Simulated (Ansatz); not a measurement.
Coupled-cluster diagnostics for Cs₃H₂, Ansatz.

Geometry of the doublet (PBE-D4/def2-TZVP):

```tsv
atom	x (Å)	y (Å)	z (Å)
Cs1	2.3740	0.1084	0.6775
Cs2	-1.9164	-2.5640	0.0553
Cs3	-1.7969	2.3822	-1.1350
H4	0.6191	-1.9540	0.6818
H5	0.7202	2.0274	-0.2796
```

In the def2 sets Cs takes a core potential; there is no spin–orbit coupling. Correlated methods freeze no core orbitals; core or outer-core shells of Cs are correlated, in sets that lack core-valence functions. Another isomer (doublet) lies 0.16 eV lower at PBE0-D4/def2-TZVP; other spin states weren't run for this one.

Estimate the CCSD(T) correlation energy, the shares of MP2 and (T), T1 and the reference's ⟨S²⟩ for: charge 0, doublet, own geometry in def2-TZVPP; and the rough time on 4 threads of Arm Neoverse V2 on a shared host.


```tsv
state	basis	correlation (eV)	MP2 share (%)	(T) share (%)	T1	⟨S²⟩ (pure)	wall time
charge 0, doublet, own geometry	def2-TZVPP	-14.596	87.4	2.6	0.018	0.75 (0.75)	54 s
```
Customary marks for T1 are 0.02 (closed shells), 0.045 (open shells) and about 0.05 (3d metals). T1 stays under 0.02 throughout.
